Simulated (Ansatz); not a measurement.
`[SiH3][CH2][AlH][SiH3]` and `[AlH2][CH2][SiH3]` differ in one atom or group.

Ansatz, PBE0-D4/def2-TZVP geometries, multiplicity 1. Each molecule was computed in one conformer, which needn't be the lowest.

```csv
property,`[SiH3][CH2][AlH][SiH3]`
LUMO energy (ωB97M-V/def2-TZVPP) / eV,-0.28
HOMO energy (PBE0/def2-TZVPP) / eV,-7.39
LUMO energy (B3LYP/def2-TZVPP) / eV,-2.08
HOMO–LUMO gap (PBE/def2-TZVPP) / eV,3.67
LUMO energy (PBE/def2-TZVPP) / eV,-2.66
LUMO energy (PBE0/def2-TZVPP) / eV,-1.90
```

Question: What does the change do to each property? (Estimate.)

Answer: The calculation gave: 
```
                             property  `[AlH2][CH2][SiH3]`  shift
LUMO energy (ωB97M-V/def2-TZVPP) / eV                 0.10   0.38
   HOMO energy (PBE0/def2-TZVPP) / eV                -8.08  -0.69
  LUMO energy (B3LYP/def2-TZVPP) / eV                -1.70   0.38
  HOMO–LUMO gap (PBE/def2-TZVPP) / eV                 4.61   0.94
    LUMO energy (PBE/def2-TZVPP) / eV                -2.26   0.40
   LUMO energy (PBE0/def2-TZVPP) / eV                -1.49   0.41
```

With PBE0 the HOMO falls by 0.69 eV and the LUMO rises by 0.41 eV, so the gap widens by about 1.10 eV. PBE moves the HOMO by -0.53 eV and ωB97M-V by -0.88 eV.

B3LYP here is the variant with VWN-RPA as its local correlation; programs differ in this.
